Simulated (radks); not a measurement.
Values are calculated unless marked as measured or tabulated.
Species: Sm+. Configuration: [Xe] 4f6 6s1 (the NIST ground configuration). Level of theory: Dirac Kohn-Sham, PBE, spin-unpolarised, spherical densities, finite nucleus; open shells fill j = l - 1/2 first; Fermi nuclear charge, rms radius 5.0819 fm (a radial shooting solver on a logarithmic mesh with Libxc functionals).

Unscreened Slater integrals over Kohn-Sham orbitals (cm^-1). Large and small components are both included. Empty in this configuration: 4f7/2.

| integral | value |
|---|---|
| F0(6s1/2,6s1/2) | 50497 |
| F0(6s1/2,4f5/2) | 65345 |
| G3(6s1/2,4f5/2) | 2885.7 |
| F0(6s1/2,5p3/2) | 62550 |
| G1(6s1/2,5p3/2) | 5212.6 |
| F0(6s1/2,5p1/2) | 62945 |
| G1(6s1/2,5p1/2) | 4385.8 |
| F0(6s1/2,4f7/2) | 65261 |
| G3(6s1/2,4f7/2) | 2993.4 |
| F0(4f5/2,4f5/2) | 208450 |
| F2(4f5/2,4f5/2) | 95116 |
| F4(4f5/2,4f5/2) | 58951 |
| F0(4f5/2,5p3/2) | 138170 |
| F2(4f5/2,5p3/2) | 49141 |
| G2(4f5/2,5p3/2) | 28377 |
| G4(4f5/2,5p3/2) | 21221 |
| F0(4f5/2,5p1/2) | 144570 |
| G2(4f5/2,5p1/2) | 32110 |
| F0(4f5/2,4f7/2) | 206700 |
| F2(4f5/2,4f7/2) | 94182 |
| F4(4f5/2,4f7/2) | 58348 |
| G2(4f5/2,4f7/2) | 94011 |
| G4(4f5/2,4f7/2) | 58248 |
| G6(4f5/2,4f7/2) | 41704 |
| F0(5p3/2,5p3/2) | 117160 |
| F2(5p3/2,5p3/2) | 62921 |
| F0(5p3/2,5p1/2) | 120460 |
| G2(5p3/2,5p1/2) | 64131 |
| F0(5p3/2,4f7/2) | 137600 |
| F2(5p3/2,4f7/2) | 49385 |
| G2(5p3/2,4f7/2) | 28924 |
| G4(5p3/2,4f7/2) | 21557 |
| F0(5p1/2,5p1/2) | 124130 |
| F0(5p1/2,4f7/2) | 143930 |
| G4(5p1/2,4f7/2) | 24149 |
| F0(4f7/2,4f7/2) | 204990 |
| F2(4f7/2,4f7/2) | 93275 |
| F4(4f7/2,4f7/2) | 57764 |
| F6(4f7/2,4f7/2) | 41350 |
